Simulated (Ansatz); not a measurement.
The cluster Sn₆. Charge 0, multiplicity 1. Geometry PBE-D4/def2-SVP.

```xyz
6

Sn   -1.189   -1.674   -0.010
Sn   -1.495   -0.526   -2.644
Sn    1.610   -1.175    0.646
Sn    0.262    1.040   -1.105
Sn    1.777    1.689    1.368
Sn   -0.965    0.645    1.746
```

In the def2 sets Sn takes a core potential; there is no spin–orbit coupling. The restricted singlet is unstable towards broken spin symmetry in Hartree–Fock (as tested in another run); at PBE-D4/def2-TZVP, r2SCAN-D4/def2-TZVP, PBE0-D4/def2-TZVP, CAM-B3LYP-D4/def2-TZVP this wasn't settled. Another isomer (singlet) lies 0.69 eV lower at PBE0-D4/def2-TZVP; other spin states weren't run for this one.

Estimate the orbital energies around the gap (eV) in Ansatz with PBE-D4/def2-TZVP, r2SCAN-D4/def2-TZVP, PBE0-D4/def2-TZVP, CAM-B3LYP-D4/def2-TZVP.


| orbital | PBE-D4/def2-TZVP | r2SCAN-D4/def2-TZVP | PBE0-D4/def2-TZVP | CAM-B3LYP-D4/def2-TZVP |
| --- | --- | --- | --- | --- |
| HOMO−9 | -10.79 | -11.19 | -12.10 | -13.66 |
| HOMO−8 | -10.23 | -10.59 | -11.45 | -12.98 |
| HOMO−7 | -9.37 | -9.67 | -10.45 | -11.83 |
| HOMO−6 | -8.65 | -8.90 | -9.60 | -10.90 |
| HOMO−5 | -5.72 | -5.97 | -6.46 | -7.32 |
| HOMO−4 | -5.47 | -5.71 | -6.18 | -7.03 |
| HOMO−3 | -5.42 | -5.65 | -6.12 | -6.93 |
| HOMO−2 | -5.32 | -5.55 | -6.03 | -6.89 |
| HOMO−1 | -5.05 | -5.26 | -5.69 | -6.47 |
| HOMO | -4.68 | -4.87 | -5.36 | -6.21 |
| LUMO | -3.44 | -3.48 | -2.97 | -2.16 |
| LUMO+1 | -3.43 | -3.47 | -2.93 | -2.13 |
| LUMO+2 | -2.85 | -2.86 | -2.35 | -1.53 |
| LUMO+3 | -2.55 | -2.49 | -2.01 | -1.19 |
| LUMO+4 | -1.70 | -1.57 | -1.08 | -0.25 |
| LUMO+5 | -1.60 | -1.39 | -1.00 | -0.22 |
